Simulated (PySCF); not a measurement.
These compounds are isomers of formula C$_{9}$H$_{10}$O.

A. SMILES CCC(=O)C1=CC=CC=C1
B. SMILES C1=CC(O)=C(C=C)C=C1C
C. 2-vinylanisole (SMILES c1(OC)c(C=C)cccc1)

Spectrum 1. ¹³C{¹H} NMR (computed): δ 201.2 (C), 139.6 (C), 138.8 (CH), 134.0 (CH), 133.7 (CH), 33.4 (CH2), 9.0 (CH3).

Spectrum 2. ¹³C{¹H} NMR (computed): δ 160.5 (C), 138.3 (CH), 134.6 (CH), 129.9 (C), 129.8 (CH), 124.8 (CH), 118.0 (CH2), 112.0 (CH), 53.9 (CH3).

Spectrum 3. ¹³C{¹H} NMR (computed): δ 157.3 (C), 137.0 (CH), 136.7 (CH), 132.9 (C), 132.4 (CH), 126.1 (C), 124.5 (CH2), 119.9 (CH), 22.3 (CH3).

- GIAO PBE0/pcSseg-1 shieldings
- geometry: PBE0-D3(BJ)/def2-SVP
- program: PySCF
- no relativistic terms, one conformer, in vacuum, averaged over atoms made equivalent by symmetry, fast rotation or ring inversion

Scale: ¹³C against TMS (reference shieldings calculated alike). Shifts are as computed. Against solution values, carbons near 30 ppm lie about +2 ppm off and those near 130 ppm about +5 ppm. Of 1211 compounds with measured shifts, 218 miss one by over three times the rms of a fit or turn the order of signals round; such compounds aren't used in these exercises.

Task: Match each spectrum to its structure.

Result: 1–A, 2–C, 3–B.

- Spectrum 1 (A): 7 ¹³C signals; δC 201.2 is a ketone carbonyl carbon; δC 138.8 is an aromatic CH.
- Spectrum 2 (C): 9 ¹³C signals; δC 160.5 is an aromatic carbon bearing oxygen; δC 138.3 is an alkene CH.
- Spectrum 3 (B): 9 ¹³C signals; δC 157.3 is an aromatic carbon bearing oxygen; δC 137.0 is an aromatic CH.
